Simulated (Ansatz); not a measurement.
Job for Ansatz (a program for electronic structure): R-B3LYP/def2-TZVPPD on ClH3Si (SMILES [SiH3]Cl) with ghost functions, monomers drawn apart or pushed together. Files ending in .json are basis or fitting sets from the Basis Set Exchange.

Ansatz 0.2 input:
```yaml
crystal:
  periodic: [false, false, false]
  atoms:
    - {symbol: Si, position_ang: [1.43551308, -0.70730088, 4.00117054]}
    - {symbol: Cl, position_ang: [0.36872629, 1.06421257, 3.98404907]}
    - {symbol: H, position_ang: [2.39758314, -0.68317228, 2.88344955]}
    - {symbol: H, position_ang: [0.48628728, -1.82505697, 3.84373768]}
    - {symbol: H, position_ang: [2.14330308, -0.80587128, 5.29244346]}
basis:
  gaussian:
    orbitals: def2-TZVPPD.json
    ghost_atoms:
      - {symbol: As, position_ang: [-1.06260282, 0.09698806, 0.03373008]}
      - {symbol: H, position_ang: [-1.29127720, -0.99052398, 1.07702425]}
      - {symbol: H, position_ang: [0.45066429, 0.01749781, 0.19945999]}
      - {symbol: H, position_ang: [-1.04474401, -0.92352515, -1.10251459]}
hamiltonian:
  xc: {name: B3LYP}
scf: {lower_state_search: off}
```

The log:

```
Functional definition: B3LYP
[...]
these checks for a lower state are left out or cut short: stability, starts, cluster_reference, orbital_swaps, neighbouring_geometries, increment
integrals: 0.22 GiB planned
1381 factors; their error is unknown
mean field: 1.48 GiB planned
mean field evaluation 1: about -20451.5531 eV, gradient 1.3e1 eV
mean field evaluation 2: about -20451.8643 eV, gradient 9.1e0 eV
mean field evaluation 4: about -20452.0181 eV, gradient 2.5e-1 eV
mean field evaluation 8: about -20452.0193 eV, gradient 2.6e-2 eV
mean field evaluation 16: about -20452.0560 eV, gradient 9.7e-6 eV
mean field -20452.05596511 eV, -751.5991938165 hartree, gradient 2.0e-6 eV, S^2 0.000000; 0 other end points of the search recorded, 0 dependent functions left out
reference -20452.05622680 eV, -751.5992034332 hartree; 17, 17 occupied and 238, 238 virtual orbitals, 1381 factors
Total energy: -20452.05622680 eV, -751.5992034332 hartree
Checks for a lower state left out: stability, starts, cluster_reference, orbital_swaps, neighbouring_geometries, increment
```

Self-consistency was reached.

Cost: very roughly 5 core-seconds.
